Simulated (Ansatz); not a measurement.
Start from `CC(C)OB(F)S` and change one atom or group to get `CC(C)[O][Ge][OH]`.

Ansatz, PBE0-D4/def2-TZVP geometries, multiplicity 1. Each molecule was computed in one conformer, which needn't be the lowest.

Scalar relativity is left out up to krypton.

```
                                          property  `CC(C)OB(F)S`
size of the dipole moment (ωB97M-V/def2-TZVPP) / D           2.43
              HOMO–LUMO gap (PBE0/def2-TZVPP) / eV           8.22
             LUMO energy (ωB97M-V/def2-TZVPP) / eV           2.08
                 HOMO energy (PBE/def2-TZVPP) / eV          -6.34
  size of the dipole moment (B3LYP/def2-TZVPP) / D           2.42
                LUMO energy (PBE0/def2-TZVPP) / eV           0.61
```

Question: Give the same properties after the change, and the shifts. (An estimate is asked.)

Answer: Computed: 
```tsv
property	`CC(C)[O][Ge][OH]`	shift
size of the dipole moment (ωB97M-V/def2-TZVPP) / D	2.31	-0.12
HOMO–LUMO gap (PBE0/def2-TZVPP) / eV	5.74	-2.48
LUMO energy (ωB97M-V/def2-TZVPP) / eV	0.47	-1.61
HOMO energy (PBE/def2-TZVPP) / eV	-5.99	0.35
size of the dipole moment (B3LYP/def2-TZVPP) / D	2.36	-0.06
LUMO energy (PBE0/def2-TZVPP) / eV	-1.47	-2.08
```

With PBE0 the HOMO rises by 0.40 eV and the LUMO falls by 2.08 eV, so the gap narrows by about 2.48 eV. PBE moves the HOMO by 0.35 eV and ωB97M-V by 0.36 eV. Dipoles are sizes alone; their direction can turn.

B3LYP here is the variant with VWN-RPA as its local correlation; programs differ in this.
